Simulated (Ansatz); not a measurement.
Reaction (redistribution): `[SiH3]P[NH][GaH2]` + `[CH3][GaH][SiH3]` → `[SiH3][PH][GaH][SiH3]` + `C[NH][GaH2]`

Computed with Ansatz on PBE0-D4/def2-TZVP structures; ΔE is electronic, products minus reactants. CCSD(T)/CBS adds triple-zeta CCSD(T) − MP2 to the extrapolated MP2 energy (def2 sets, frozen cores). DFT in def2-TZVPP. For Ga outer-core shells are correlated without core-valence functions, which leaves a few kJ/mol of doubt a bond. Scalar relativity is left out up to krypton. One conformer a species, not always the lowest.

`[SiH3]P[NH][GaH2]`:

Cartesian coordinates in Å:
```
Si -1.028 1.591 -0.229
P 0.791 0.948 0.949
N 0.557 -0.754 0.992
Ga 0.600 -2.005 -0.354
H -1.283 0.666 -1.370
H -2.209 1.546 0.674
H -0.859 2.979 -0.741
H 1.673 1.060 -0.163
H 0.484 -1.090 1.941
H 0.848 -1.451 -1.789
H 0.426 -3.491 0.091
```

`[CH3][GaH][SiH3]`:

Z-matrix (Å, degrees):
```
C
Ga 1 1.971
H 1 1.094 2 109.2
H 1 1.090 2 113.1 3 120.9
H 1 1.093 2 110.1 3 -116.9
Si 2 2.419 1 120.8 3 -114.8
H 2 1.578 1 118.1 3 64.8
H 6 1.492 2 110.2 1 -59.4
H 6 1.492 2 110.2 1 58.1
H 6 1.489 2 114.2 1 179.3
```

`[SiH3][PH][GaH][SiH3]`:

Z-matrix (Å, degrees):
```
Si
P 1 2.244
H 1 1.491 2 114.9
H 1 1.485 2 107.0 3 -120.0
H 1 1.486 2 109.3 3 121.3
Ga 2 2.308 1 94.4 3 38.4
H 2 1.420 1 96.8 3 -58.1
Si 6 2.410 2 120.6 1 -125.7
H 6 1.573 2 115.9 1 56.2
H 8 1.491 6 109.4 2 113.2
H 8 1.488 6 111.7 2 -6.3
H 8 1.490 6 111.4 2 -127.7
```

`C[NH][GaH2]`:

```xyz
9

C     1.170   -0.150    0.491
N    -0.185   -0.515    0.156
Ga   -1.418    0.483   -0.725
H     1.382    0.859    0.129
H     1.908   -0.820    0.033
H     1.348   -0.151    1.573
H    -0.434   -1.441    0.468
H    -2.817   -0.171   -0.950
H    -0.954    1.906   -1.174
```

```csv
level,ΔE (kcal/mol)
r2SCAN0-D4,-7.2
CAM-B3LYP-D4,-4.8
```

Problem. What does CCSD(T)/CBS give? (Estimate.)

Solution. The calculation gave: -6.0 kcal/mol. The listed levels differ from it by -1.2, 1.2 kcal/mol.

Largest T1 diagnostic among the species: 0.015.

At CCSD(T), def2-SVP lies −4.7 kcal/mol from the extrapolated value and def2-TZVPP −0.3 kcal/mol. In def2-TZVPP, CCSD(T) changes the Hartree–Fock value by −1.6 kcal/mol (the triples alone add −0.4 kcal/mol) and MP2 by −1.4 kcal/mol. Leaving LDA and LC-ωPBE aside and taking each functional with its dispersion term where it has one, the values, not all of them listed here, spread over 3.0 kcal/mol, from PBE-D4 to CAM-B3LYP-D4.

CCSD(T)/CBS has its own doubt, a few kJ/mol and more with outer-core shells, so smaller differences from it don't rank the levels.
